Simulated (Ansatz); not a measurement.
A nudged elastic band was laid between two geometries of F3HOTi + H3P (10 atoms, charge 0, multiplicity 1).

Level of theory: RKS B3LYP-D4/def2-SVP in Ansatz 0.2.0.

| Item | Value |
| --- | --- |
| movable images | 5 |
| climbing image | yes |
| spring | 5.0 eV/Å² |
| optimiser | quadratic models (default) |
| start path | through a guess of the saddle point |
| force threshold | 0.05 eV/Å |
| iteration limit | 60 |
| end points | relaxed |

First end point:

```xyz
10
Properties=species:S:1:pos:R:3
Ti -0.196 0.200 -0.026
O -0.257 0.302 1.727
H -0.676 -0.038 2.525
F 1.465 0.245 -0.570
F -1.050 1.557 -0.712
F -0.978 -1.262 -0.575
P 1.832 -3.017 1.270
H 0.615 -3.082 0.525
H 2.388 -2.011 0.423
H 1.307 -2.053 2.186
```

Last end point:

```xyz
10
Properties=species:S:1:pos:R:3
Ti 0.283 -0.289 -0.080
O -0.448 -0.415 2.050
H -1.150 -1.065 2.196
F 0.890 -0.380 -1.710
F 0.633 1.367 0.350
F -1.352 -0.925 -0.272
P 1.933 -1.869 0.924
H 0.936 -2.896 0.825
H 2.559 -2.224 -0.307
H 0.164 -0.463 2.798
```

(1) What changes between the two ends?

(2) What energy profile does the band end with?

(3) What is the geometry of the highest image?

Answers

(1) Bonds broken: P7–H10. Bonds formed: Ti1–P7, O2–H10. F3HOTi + H3P becomes F3H4OPTi.

(2) The forces met the threshold. The highest image is number 2 of 0 to 6, 36.0 kcal/mol above the first end and 20.3 kcal/mol above the last; the last end lies 15.7 kcal/mol above the first. Beside the main top the profile has a ripple of under 15 meV (maxima at images 2, 5), which may be a very shallow well or noise. Neighbouring images differ by up to 1.4 eV, so the band resolves the path poorly. A vibrational analysis at the climbing image gives one clearly imaginary mode, 1292i cm⁻¹: a first-order saddle point. The orbitals stay closed-shell, which can raise the energy where a bond breaks towards radicals; this wasn't checked here.

```
image  path coordinate (Å)  energy (kcal/mol)  P7–H10 (Å)  Ti1–P7 (Å)  O2–H10 (Å)
    0                 0.00                0.0        1.43        4.02        2.86
    1                 1.08                3.0        1.43        3.60        2.11
    2                 2.17               36.0        1.74        2.91        1.20
    3                 3.35               20.2        2.39        2.59        0.98
    4                 4.54               16.3        2.75        2.50        0.97
    5                 5.72               16.5        2.84        2.50        0.97
    6                 6.91               15.7        2.94        2.50        0.97
```

(3) 
```xyz
10
Properties=species:S:1:pos:R:3
Ti 0.027 -0.347 0.019
O -0.261 -0.356 1.968
H -0.382 0.441 2.509
F 1.492 0.092 -0.810
F -0.816 1.188 0.013
F -0.962 -1.434 -0.905
P 1.546 -2.474 1.295
H 0.723 -3.136 0.339
H 2.481 -1.943 0.365
H 0.600 -1.190 1.981
```

Run time: 5.5 min on 4 threads of Arm Neoverse V1, with other jobs on the host, peak memory 0.36 GiB.
